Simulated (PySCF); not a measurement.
## Spin-rotation constants: `C[C@@H](F)[C@H](F)C(=O)Cl`, C₄H₅ClF₂O

Molfile (atoms numbered from 1):
```
C4H5ClF2O
     RDKit          3D

 13 12  0  0  0  0  0  0  0  0999 V2000
   -1.2652    0.5163   -0.6294 C   0  0  0  0  0  0  0  0  0  0  0  0
   -0.6526   -0.6831    0.0703 C   0  0  1  0  0  0  0  0  0  0  0  0
   -0.3664   -1.6730   -0.8375 F   0  0  0  0  0  0  0  0  0  0  0  0
    0.6460   -0.3404    0.8390 C   0  0  2  0  0  0  0  0  0  0  0  0
    0.2884    0.3287    1.9800 F   0  0  0  0  0  0  0  0  0  0  0  0
    1.5889    0.5330    0.0353 C   0  0  0  0  0  0  0  0  0  0  0  0
    1.7532    1.6977    0.1483 O   0  0  0  0  0  0  0  0  0  0  0  0
    2.4534   -0.4132   -1.1645 Cl  0  0  0  0  0  0  0  0  0  0  0  0
   -2.2164    0.2363   -1.0750 H   0  0  0  0  0  0  0  0  0  0  0  0
   -1.4267    1.3095    0.0949 H   0  0  0  0  0  0  0  0  0  0  0  0
   -0.6043    0.8769   -1.4141 H   0  0  0  0  0  0  0  0  0  0  0  0
   -1.3537   -1.1212    0.7940 H   0  0  0  0  0  0  0  0  0  0  0  0
    1.1510   -1.2669    1.1410 H   0  0  0  0  0  0  0  0  0  0  0  0
  1  2  1  0
  2  3  1  0
  2  4  1  0
  4  5  1  0
  4  6  1  0
  6  7  2  0
  6  8  1  0
  1  9  1  0
  1 10  1  0
  1 11  1  0
  2 12  1  1
  4 13  1  1
M  END
```

Method: GIAO KT3/pcSseg-1 magnetisability, rotational g tensor and spin-rotation constants, non-relativistic, gas phase (PySCF). Geometry: GFN2-xTB.

Q: Give the nuclear spin-rotation constants along the inertial axes (H = +C I·J) beside the isotropic shieldings.

A: Rotational constants 1.9831, 1.4919, 1.1116 GHz. A star marks the isotopologue with that one atom substituted, in its own axes.
| atom | isotope | Caa (kHz) | Cbb (kHz) | Ccc (kHz) | mean (kHz) | σ (ppm) |
| --- | --- | --- | --- | --- | --- | --- |
| F3 | 19F | 1.321 | 1.065 | 0.638 | 1.008 | 359.4 |
| F5 | 19F | 1.058 | 1.113 | 0.791 | 0.987 | 356.9 |
| Cl8 | 35Cl | 0.653 | 0.516 | 0.572 | 0.580 | 480.9 |
| H9 | 1H | -0.088 | -0.094 | -0.097 | -0.093 | 30.1 |
| H10 | 1H | -0.204 | 0.003 | -0.110 | -0.104 | 30.3 |
| H11 | 1H | -0.035 | -0.176 | -0.072 | -0.094 | 30.4 |
| H12 | 1H | 0.091 | -0.167 | -0.074 | -0.050 | 26.5 |
| H13 | 1H | -0.183 | -0.156 | 0.069 | -0.090 | 26.3 |
| C1 | 13C* | 0.307 | 0.220 | 0.149 | 0.225 | 166.5 |
| C2 | 13C* | 0.571 | 0.293 | 0.313 | 0.392 | 93.0 |
| C4 | 13C* | 0.522 | 0.373 | 0.299 | 0.398 | 89.6 |
| C6 | 13C* | 0.899 | 0.547 | 0.336 | 0.594 | 15.0 |
| O7 | 17O* | -1.026 | -0.926 | -0.413 | -0.788 | -217.8 |

For the geometry as given, no vibrational averaging.

Q: How do the rotational constants and the g tensor change when H9, H10, H11, H12, H13 are replaced by deuterium?

A: Constants 1.8752, 1.3748, 1.0692 GHz; g -0.0251, -0.0120, -0.0154, against -0.0264, -0.0131, -0.0158 before.
